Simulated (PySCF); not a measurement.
Mg(Br)(iPr) (C₃H₇BrMg), SMILES C[CH](C)[Mg][Br].

The structure is a stationary point at B3LYP-D3(BJ)/def2-SVP. Other conformers were not sampled.

Two levels are set side by side: TDDFT-PBE/def2-SVPD (PySCF) and TDDFT-M06-2X/def2-SVPD (PySCF). Vertical, same geometry. The lowest singlet is HOMO→LUMO 96 % with PBE and HOMO→LUMO 95 % with the other functional; states are paired by order. Differences are taken from unrounded values.

```csv
quantity,TDDFT-M06-2X
lowest singlet excitation (eV),4.72
lowest triplet excitation (TDA) (eV),3.45
first bright state (f over 0.05) (eV),4.72
its oscillator strength,0.26
```

Q: What does TDDFT-PBE give, and how far is it from TDDFT-M06-2X? (An estimate is asked for; the answer gives what the named calculation found.)

A: 
| quantity | TDDFT-PBE | TDDFT-PBE minus TDDFT-M06-2X |
|---|---|---|
| lowest singlet excitation (eV) | 4.32 | -0.40 |
| lowest triplet excitation (TDA) (eV) | 3.39 | -0.06 |
| first bright state (f over 0.05) (eV) | 4.32 | -0.40 |
| its oscillator strength | 0.22 | -0.04 |

A lower first singlet is the usual sign of a functional without exact exchange. Differences between two approximate levels are no errors against the true value.

Rough cost on one machine, each run with all the roots and properties that it gave: TDDFT-M06-2X against TDDFT-PBE about 10 times.
